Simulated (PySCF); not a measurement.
Molecule: sum formula SiNH₃F₃, charge 1, multiplicity 1. It need not be the lowest isomer of its formula. SMILES: [NH3+][Si](F)(F)F
Geometry from a B3LYP-D3(BJ)/def2-TZVP (Ansatz) optimisation:
```
N
H 1 1.0263
H 1 1.0263 2 106.95
H 1 1.0263 2 106.95 3 114.31
Si 1 1.8502 2 111.88 3 -122.85
F 5 1.5492 1 103.84 2 -59.46
F 5 1.5492 6 114.46 1 112.51
F 5 1.5492 6 114.46 7 134.97
```
Charge +1, spin multiplicity 1.

Dispersion corrections to the total energy (kcal/mol) from the dftd3 and dftd4 libraries through PySCF: D3(BJ) without and D4 with the three-body term, each with the damping fitted for the functional named.

```
functional  D3(BJ)      D4
----------  ------  ------
PW6B95       -1.48   -2.72
HSE06        -1.92   -2.26
BLYP         -6.60   -6.72
revPBE       -7.91       …
HF          -26.56  -11.26
BHLYP            …   -3.49
PBE0         -2.61       …
```

**Question.** Complete the blanks.

**Answer.** 
- revPBE, D4: -9.76
- BHLYP, D3(BJ): -4.24
- PBE0, D4: -2.45
